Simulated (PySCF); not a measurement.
Static response to an electric field

Compound: C₇H₅F₂ (charge +1).
Cartesian coordinates in Å at the GFN2-xTB level; atoms count from 1:
```
atom  x, y, z in Å
C1     2.3064    0.0875    0.0493
C2     0.9424    0.0289    0.0188
C3     0.2535   -1.2202    0.2093
C4    -1.1114   -1.2787    0.1810
C5    -1.8519   -0.1059   -0.0365
F6    -3.1506   -0.1592   -0.0653
C7    -1.2010    1.1425   -0.2266
F8    -1.9336    2.2185   -0.4252
C9     0.1644    1.2151   -0.2014
H10    2.9071   -0.7955    0.2162
H11    2.8344    1.0204   -0.0921
H12    0.8346   -2.1160    0.3755
H13   -1.6472   -2.2066    0.3225
H14    0.6522    2.1687   -0.3476
```

Level: PBE0/def2-SVPD (PySCF), static field, nuclei fixed, core orbitals frozen in the response. The polarisability tensor in these axes (au):

```
x   124.56   1.31   2.13
y     1.31  78.06  -6.07
z     2.13  -6.07  42.68
```

**Question.** Give the principal values, the mean and the anisotropy Δα = √{½[(α1 − α2)² + (α2 − α3)² + (α1 − α3)²]}.

**Answer.** Principal values 41.61, 79.05 and 124.64 au; mean 81.77 au = 12.12 Å³ = 13.48 × 10⁻⁴⁰ C²·m²/J; Δα = 72.03 au (88 % of the mean).

**Question.** Rayleigh depolarisation ratio (linearly polarised light, static tensor)?

**Answer.** ρ = 3Δα²/(45ᾱ² + 4Δα²) = 15563.9/(300862 + 20751.8) = 0.0484.

**Question.** Sum over states: ᾱ = Σ f/ω², ω in Eh. What share falls to these 6 lowest TDDFT singlets (eV, f)? 3.09, 0.0281; 4.53, 0.3481; 5.02, 0.0000; 5.64, 0.0000; 6.14, 0.0001; 6.23, 0.1405.

**Answer.** They add up to 17.40 au, 21.3 % of the 81.77 au; the largest single term is 12.54 au, from the state at 4.53 eV. Terms in order: 2.18, 12.54, 0.00, 0.00, 0.00, 2.68 au. Higher excitations give the rest. The strengths listed sum to 0.517.

**Question.** Give the principal axes and the span of the nuclei along them.

**Answer.** Largest value along (1.00, 0.02, 0.02), where the nuclei span 6.05 Å; middle along (-0.02, 0.99, -0.17), 4.49 Å; least along (-0.03, 0.17, 0.99), 0.00 Å. The response follows the extents in order.

**Question.** What are the principal values of the traceless quadrupole moment, Θ = ½Σq(3rr − r²1), about the centre of nuclear charge?

**Answer.** -19.12, -0.11, 19.23 D·Å. The values depend on the origin, since the species is charged. The electronic extent ⟨r²⟩ about the same centre is 1095 bohr², a root-mean-square distance of 2.19 Å for the 64 electrons.

Isolated species at its GFN2-xTB geometry, gas phase.
